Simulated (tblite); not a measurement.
C6H6F3O (doublet state).
SMILES with atom numbers: `[O:1]=[C:2]=[CH:3][CH2:4][C@H:5]([CH2:6][F:7])[C:8]([F:9])[F:10]` (hydrogens: H11 on C3; H12, H13 on C4; H14 on C5; H15, H16 on C6)

Computed geometry: GFN2-xTB, gas phase. This method treats the open shell by occupation alone, without spin polarisation.

Give the optimised bond lengths and angles.

```json
{"bond": "O1=C2", "length (Å)": "1.162"}
{"bond": "C2=C3", "length (Å)": "1.294"}
{"bond": "C3–C4", "length (Å)": "1.504"}
{"bond": "C4–C5", "length (Å)": "1.543"}
{"bond": "C5–C6", "length (Å)": "1.549"}
{"bond": "C6–F7", "length (Å)": "1.367"}
{"bond": "C5–C8", "length (Å)": "1.484"}
{"bond": "C8–F9, C8–F10", "length (Å)": "1.341"}
{"bond": "C3–H11", "length (Å)": "1.078"}
{"bond": "C4–H12", "length (Å)": "1.091"}
{"bond": "C4–H13", "length (Å)": "1.092"}
{"bond": "C5–H14", "length (Å)": "1.095"}
{"bond": "C6–H15", "length (Å)": "1.095"}
{"bond": "C6–H16", "length (Å)": "1.094"}
```

Bonds in one row agree within 0.01 Å and their mean is given. A selection of angles:
```json
{"angle": "O1–C2–C3", "degrees": "178.0"}
{"angle": "C2–C3–C4", "degrees": "124.0"}
{"angle": "C3–C4–C5", "degrees": "112.0"}
{"angle": "C4–C5–C6", "degrees": "111.7"}
{"angle": "C4–C5–C8", "degrees": "109.7"}
{"angle": "C6–C5–C8", "degrees": "110.5"}
{"angle": "C5–C6–F7", "degrees": "109.9"}
{"angle": "C5–C8–F9", "degrees": "118.1"}
{"angle": "F9–C8–F10", "degrees": "109.1"}
```

Dihedral angles: C2–C3–C4–C5 111° (anticlinal); C3–C4–C5–C6 -57° (synclinal); C4–C5–C6–F7 78° (synclinal); C4–C5–C8–F9 59° (synclinal).

C8 (carbon bonded to C and 2 F) is pyramidal (angles 118.2°, 118.1° and 109.1°, sum 345.4°, 0.31 Å off the plane of its three neighbours). The 5 C–C bonds span 1.294 Å (C2=C3, drawn double) to 1.549 Å (C5–C6, drawn single), a spread of 0.255 Å. C3 (carbon bonded to 2 C and H) is planar (angles 124.0°, 118.2° and 117.7°, sum 359.9°, 0.03 Å off the plane of its three neighbours). Of the pairs four or more bonds apart, C3···F7 is among the closest relative to their van der Waals radii: 2.88 Å, 91 % of the sum of Bondi's values. The C–F distances run from 1.340 Å (C8–F10, drawn single) to 1.367 Å (C6–F7, drawn single), a spread of 0.027 Å.

Point group: C1 (no symmetry element, even within 0.4 Å). Its GFN2-xTB frequencies are all real (lowest 36 cm⁻¹). 3 starts were optimised and ended at 0.00, 0.72 and 1.29 kcal/mol (GFN2-xTB); the lowest of these is shown.

One conformer stands for the species.
